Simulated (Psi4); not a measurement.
CH₂F (SMILES [CH2]F), doublet, at a GFN2-xTB geometry; CCSD/cc-pVTZ in Psi4.

Input for Psi4:
```
memory 2 GB

molecule {
0 2
C     0.00052334    0.46021569    0.46078947
F    -0.00116407   -0.45465534   -0.50735425
H    -0.95081668    0.65452567    0.91257266
H     0.95815328    0.67607827    0.88887881
}

set {
  basis cc-pvtz
  reference uhf
  freeze_core true
}

energy('ccsd')
print_variables()
```

**Question.** Write the output that Psi4 gives for this input, abridged.

**Answer.** 
```
   => Loading Basis Set <=

    Name: CC-PVTZ
    Role: ORBITAL
    Keyword: BASIS

         ---------------------------------------------------------
                                   SCF
               by Justin Turney, Rob Parrish, Andy Simmonett
                          and Daniel G. A. Smith
                              UHF Reference
         ---------------------------------------------------------

  ==> Geometry <==

    Molecular point group: c1
    Full point group: C1

    Geometry (in Angstrom), charge = 0, multiplicity = 2:

       Center              X                  Y                   Z               Mass
    ------------   -----------------  -----------------  -----------------  -----------------
         C            0.000779030569     0.513954054038     0.530271973291    12.000000000000
         F           -0.000908379431    -0.400916975962    -0.437871746709    18.998403162730
         H           -0.950560989431     0.708264034038     0.982055163291     1.007825032230
         H            0.958408970569     0.729816634038     0.958361313291     1.007825032230

  Running in c1 symmetry.

  Rotational constants: A =      9.00166  B =      1.04189  C =      0.93753 [cm^-1]
  Rotational constants: A = 269862.89097  B =  31235.06422  C =  28106.51031 [MHz]
  Nuclear repulsion =   32.336043407467749

  Charge       = 0
  Multiplicity = 2
  Electrons    = 17
  Nalpha       = 9
  Nbeta        = 8

  ==> Algorithm <==

  SCF Algorithm Type is PK.
  DIIS enabled.
  MOM disabled.
  Fractional occupation disabled.
  Guess Type is SAD.
  Energy threshold   = 1.00e-08
  Density threshold  = 1.00e-08
  Integral threshold = 1.00e-12

  ==> Primary Basis <==

  Basis Set: CC-PVTZ
    Blend: CC-PVTZ
    Number of shells: 32
    Number of basis functions: 88
    Number of Cartesian functions: 100
    Spherical Harmonics?: true
    Max angular momentum: 3

  ==> Integral Setup <==

  Using in-core PK algorithm.
   Calculation information:
      Number of atoms:                   4
      Number of AO shells:              32
      Number of primitives:             68
      Number of atomic orbitals:       100
      Number of basis functions:        88

      Integral cutoff                 1.00e-12
      Number of threads:                 1

  Performing in-core PK
  Using 15338972 doubles for integral storage.
  We computed 139656 shell quartets total.
  Whereas there are 139656 unique shell quartets.

  ==> DiskJK: Disk-Based J/K Matrices <==

    J tasked:                  Yes
    K tasked:                  Yes
    wK tasked:                  No
    Schwarz Cutoff:          1E-12

  Minimum eigenvalue in the overlap matrix is 2.0441387197E-03.
  Reciprocal condition number of the overlap matrix is 3.8799322391E-04.
    Using symmetric orthogonalization.

  ==> Pre-Iterations <==

  SCF Guess: Superposition of Atomic Densities via on-the-fly atomic UHF (no occupation information).

   -------------------------
    Irrep   Nso     Nmo
   -------------------------
     A         88      88
   -------------------------
    Total      88      88
   -------------------------

  ==> Iterations <==

                        Total Energy        Delta E     RMS |[F,P]|

   @UHF iter SAD:  -137.78811259723838   -1.37788e+02   0.00000e+00
   @UHF iter   1:  -138.43477347230666   -6.46661e-01   2.48648e-03 ADIIS/DIIS
   @UHF iter   2:  -138.45642387944835   -2.16504e-02   1.01849e-03 ADIIS/DIIS
   @UHF iter   3:  -138.45962388221318   -3.20000e-03   4.31189e-04 ADIIS/DIIS
   @UHF iter   4:  -138.46057806578935   -9.54184e-04   1.29794e-04 ADIIS/DIIS
   @UHF iter   5:  -138.46078188521770   -2.03819e-04   6.19099e-05 DIIS
   @UHF iter   6:  -138.46083970912221   -5.78239e-05   1.63502e-05 DIIS
   @UHF iter   7:  -138.46084308811618   -3.37899e-06   4.84990e-06 DIIS
   @UHF iter   8:  -138.46084334047143   -2.52355e-07   1.85235e-06 DIIS
   @UHF iter   9:  -138.46084337329404   -3.28226e-08   7.33960e-07 DIIS
[...]
  @UHF Final Energy:  -138.46084338032912
    Total Energy =                       -138.4608433803291518
[...]
    10        -0.413784992697705    9.661e-06    0.020610    0.000000    0.000000    0.000000
    11        -0.413785242091715    3.938e-06    0.020610    0.000000    0.000000    0.000000
    12        -0.413785176993282    1.544e-06    0.020611    0.000000    0.000000    0.000000
    13        -0.413785216573420    6.650e-07    0.020610    0.000000    0.000000    0.000000
    14        -0.413785235184310    2.608e-07    0.020610    0.000000    0.000000    0.000000
    15        -0.413785234728334    1.245e-07    0.020610    0.000000    0.000000    0.000000
    16        -0.413785234732367    4.777e-08    0.020610    0.000000    0.000000    0.000000

    Iterations converged.

    Largest TIA Amplitudes:
              6   3        -0.0101939193
              3  11        -0.0082169414
              2   5        -0.0081185449
              4   6        -0.0077171161
              5   5         0.0073264746
              4   2         0.0064778317
              5   1        -0.0060555124
              1   4         0.0050407234
              4   0        -0.0049717439
              5   8        -0.0046131568

    Largest Tia Amplitudes:
              4   0        -0.0544688281
              4   6        -0.0199986459
              1   7        -0.0116889436
              2   9         0.0108728650
              2   5        -0.0092010935
              3   7         0.0085875328
              1   8         0.0079606975
              1   4        -0.0075072931
              1   3         0.0074410541
              2   2         0.0066814660

    Largest TIJAB Amplitudes:
      6   5   9   4         0.0168554764
      6   4  11   6        -0.0128903493
      6   5   8   3         0.0122297267
      6   5   3   1        -0.0120207331
      6   2   8   3         0.0117845603
      6   2   9   4         0.0117518356
      6   4  11   2         0.0116460048
      6   5  11   8        -0.0096461062
      5   4   6   5        -0.0093299950
      5   4  19   6        -0.0090722175

    Largest Tijab Amplitudes:
      4   3   7   0        -0.0202669652
      4   3   3   0         0.0125246196
      4   3  12   7         0.0101928048
      5   3   7   5         0.0100942540
      5   4   5   0         0.0097559812
      4   1   7   0         0.0089233028
      5   3  20   7         0.0089192477
      4   1  12   7        -0.0085784162
      4   2  26  25         0.0081788191
      5   4  20   0        -0.0079618026

    Largest TIjAb Amplitudes:
      4   3   6   7         0.0310955182
      5   5   8   9        -0.0244412346
      4   4   6   0        -0.0218767183
      6   1   4   0         0.0206871706
      1   1   6   7        -0.0201605191
      4   3   2   7        -0.0200771248
      5   5   4   4        -0.0178853647
      3   4  14  14         0.0170523694
      4   3   6   3        -0.0159299659
      2   5   8   9        -0.0157032828

    SCF energy       (wfn)                    = -138.460843380329123
    Reference energy (file100)                = -138.460843380329464

    Opposite-spin MP2 correlation energy      =   -0.300179121437836
    Same-spin MP2 correlation energy          =   -0.097747396340610
    Singles MP2 correlation energy            =   -0.000000000000000
    MP2 correlation energy                    =   -0.397926517778446
      * MP2 total energy                      = -138.858769898107909

    Opposite-spin CCSD correlation energy     =   -0.323695852353202
    Same-spin CCSD correlation energy         =   -0.090089382379165
    Singles CCSD correlation energy           =   -0.000000000000000
    CCSD correlation energy                   =   -0.413785234732367
      * CCSD total energy                     = -138.874628615061823

  Variable Map:
  ----------------------------------------------------------------------------
[...]
  Array Variable Map:
  ----------------------------------------------------------------------------
[...]
[...]
```
